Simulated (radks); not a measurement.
Results of a calculation; reference values are marked as such.
Question: All-electron atom: the bromine ion Br+ in [Ar] 3d10 4s2 4p4. Level of theory: Dirac Kohn-Sham, PBE, spin-unpolarised, spherical densities, point nucleus; open shells are shared between the two j in proportion to 2j + 1 (a radial shooting solver on a logarithmic mesh with Libxc functionals). Some entries of the table are withheld. Estimate them.

orbital     occ.  eigenvalue (eV)  <r> (bohr)
1s1/2          2        -13324.85     0.04275
2s1/2          2        -1743.540      0.1893
2p1/2          2        -1571.171         (1)
2p3/2          4        -1523.667         (2)
3s1/2          2        -249.1906      0.5512
3p1/2          2        -189.2614      0.5569
3p3/2          4        -182.4256      0.5674
3d3/2          4              (3)      0.5875
3d5/2          6              (4)      0.5916
4s1/2          2         -30.3872       1.634
4p1/2    1.33333              (5)         (6)
4p3/2    2.66667              (7)         (8)

Answer: 
(1) 2p1/2 <r> (bohr): 0.1627
(2) 2p3/2 <r> (bohr): 0.1666
(3) 3d3/2 eigenvalue (eV): -78.5356
(4) 3d5/2 eigenvalue (eV): -77.4495
(5) 4p1/2 eigenvalue (eV): -17.8534
(6) 4p1/2 <r> (bohr): 1.937
(7) 4p3/2 eigenvalue (eV): -17.2837
(8) 4p3/2 <r> (bohr): 1.974
